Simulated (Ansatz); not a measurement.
Species: C$_{2}$H$_{2}$O, SMILES `C#CO` (charge 0, multiplicity 1).

**Question.** Give a relaxed geometry from B3LYP-D3(BJ)/def2-TZVP in Ansatz (a program for electronic structure).

**Answer.** the end point of this relaxation (outside a Z-matrix the atoms follow the SMILES, hydrogens last).
Cartesian coordinates (Å) in one orientation:
```xyz
5

C      1.022    -0.316     0.575
C     -0.010     0.161     0.197
O     -1.095     0.753    -0.229
H      1.931    -0.746     0.910
H     -1.848     0.148    -0.194
```
